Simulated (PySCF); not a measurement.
# Bond curve of GeP

Set-up: Ge cc-pVTZ-PP with ECP10, P cc-pV(T+d)Z; scalar-relativistic core potentials (PySCF 2.14). Energies in eV from Ge + P in their ground configurations at the same level. All curves are PBE0. state 1: ²Π (doublet), unpaired electrons π ↑; state 2: ²Σ⁺ (doublet), unpaired electrons σ ↑, a second solution, started from another occupation; state 3: ⁴Π (quartet), unpaired electrons π ↑↑↑, a second solution, started from another occupation; state 4: ⁶Σ⁺ (sextet), unpaired electrons σ ↑, π ↑↑↑↑, a second solution, started from another occupation.

| R (Å) | state 1 | state 2 | state 3 | state 4 |
| --- | --- | --- | --- | --- |
| 1.846 | -1.969 | -2.479 | 1.513 | 3.6391 |
| 1.931 | -2.713 | -2.924 | 0.321 | 2.3952 |
| 2.017 | -3.124 | -3.086 | -0.510 | 1.5050 |
| 2.082 | -3.271 | -3.073 | -0.952 | 1.0128 |
| 2.146 | -3.311 | -2.978 | -1.273 | 0.6374 |
| 2.210 | -3.271 | -2.822 | -1.497 | 0.3541 |
| 2.296 | -3.124 | -2.550 | -1.678 | 0.0865 |
| 2.404 | -2.847 | -2.180 | -1.764 | -0.1209 |
| 2.532 | -2.473 | -1.761 | -1.727 | -0.2480 |
| 2.704 | -1.990 | -1.277 | -1.535 | -0.3003 |

**Question.** Put a parabola through the three lowest points of the state 1 curve and estimate Re, k and ωe (reduced mass 21.83 u; 1 eV/Å² = 0.16022 mdyn/Å; ωe = 1302.8·√(k/μ) cm⁻¹).

**Answer.** Through R = 2.082, 2.146, 2.21 Å the second-order coefficient is 9.77 eV/Å², so Re ≈ 2.146 Å, k ≈ 3.13 mdyn/Å and ωe ≈ 493 cm⁻¹. A polynomial fit of higher order to the unrounded PBE0 energies gives Re = 2.143 Å, k = 3.18 mdyn/Å, ωe = 497 cm⁻¹; anharmonicity and rounding make the difference.

The higher-order fit for each curve: state 1: Re = 2.143 Å, ωe = 497 cm⁻¹, De = 3.31 eV; state 2: Re = 2.041 Å, ωe = 545 cm⁻¹, minimum 3.09 eV below the ground-state fragments; state 3: Re = 2.429 Å, ωe = 325 cm⁻¹, minimum 1.77 eV below the ground-state fragments; state 4: Re = 2.735 Å, ωe = 151 cm⁻¹, minimum 0.301 eV below the ground-state fragments.

⟨S²⟩ of the unrestricted solution departs from its pure value on part of the curve, where spin states mix. Spin–orbit coupling is left out. The state is the lowest determinant that a PBE0 search found; another state may lie lower at other levels.
